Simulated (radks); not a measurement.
Results of a calculation; reference values are marked as such.
Spherical quantum dot in the effective-mass picture: electrons in a hard-walled sphere of radius 8.46, with a point charge +1 (a donor) at the centre, all in effective atomic units (hartree* = m*/eps^2 hartree, bohr* = eps/m* bohr), one dielectric constant everywhere. Level of theory: non-relativistic Kohn-Sham, LDA (Slater exchange, Perdew-Wang correlation), spin-polarised, spherical densities (a radial shooting solver with Libxc functionals). Levels are named by radial order and angular momentum (1s, 1p, 1d, 2s, ...), and open shells are averaged over m. Results are scaled to m* = 0.306 and eps = 18, for which hartree* = 25.7 meV and bohr* = 3.113 nm. At N = 26 the configuration is 1s2 1p6 1d10 2s(up 1, down 0) 1f(up 7, down 0). Does electron 27 go into 1f down or 2s down or 1g up?

Answer. Into 1f down. The total energies of the other choices lie higher by 1.70 meV (1g up), 2.36 meV (2s down).
